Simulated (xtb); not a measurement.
Ir(acac)(CO)2 (C₇H₇IrO₄), SMILES [O]1C(C)=CC(=[O]->[Ir]1(<-[C-]#[O+])<-[C-]#[O+])C, multiplicity 1. All values are semi-empirical tight-binding results from xtb (GFN2-xTB unless named), good for trends rather than for accurate numbers. Geometry optimised at GFN2-xTB. The spin state was assumed, not searched. The isomer is the one that the SMILES or the coordinates give; other isomers of the formula were not compared. One conformer was computed; it need not be the lowest.

Optimised geometry:

```xyz
19

Ir    -0.6134     0.0007     0.0000
C      2.9342    -0.0009    -2.4980
C      2.1218    -0.0005    -1.2259
C      2.7901    -0.0014     0.0000
C      2.1218    -0.0005     1.2259
C      2.9342    -0.0009     2.4980
O      0.8650     0.0010     1.3694
O      0.8650     0.0010    -1.3694
H      4.0000    -0.0105    -2.2941
H      2.6832     0.8819    -3.0839
H      2.6686    -0.8732    -3.0930
H      3.8677    -0.0029     0.0000
H      2.6832     0.8819     3.0839
H      4.0000    -0.0105     2.2941
H      2.6686    -0.8732     3.0930
O     -2.7191    -0.0022     2.1470
C     -1.9241    -0.0005     1.3207
O     -2.7191    -0.0022    -2.1470
C     -1.9241    -0.0005    -1.3207
```

A frequency run showed that this geometry is not a minimum.

For metal compounds this method's bond lengths and energies can be far off.

| Item | Value |
|---|---|
| point group as xtb finds it | C2v |
| orbital gap | 2.45 eV |

Computed atomic charges and the Wiberg bond orders between heavy atoms:
charges (e) Ir1 0.13, C2 -0.13, C3 0.21, C4 -0.13, C5 0.21, C6 -0.13, O7 -0.33, O8 -0.33, H9 0.05, H10 0.07, H11 0.07, H12 0.03, H13 0.07, H14 0.05, H15 0.07, O16 -0.12, C17 0.18, O18 -0.12, C19 0.18. Bond orders C2–C3 1.00, C3–C4 1.36, C4–C5 1.36, C5–C6 1.00, Ir1–O7 0.60, C5–O7 1.43, Ir1–O8 0.60, C3–O8 1.43, Ir1–C17 1.39, O16–C17 2.19, Ir1–C19 1.39, O18–C19 2.19.
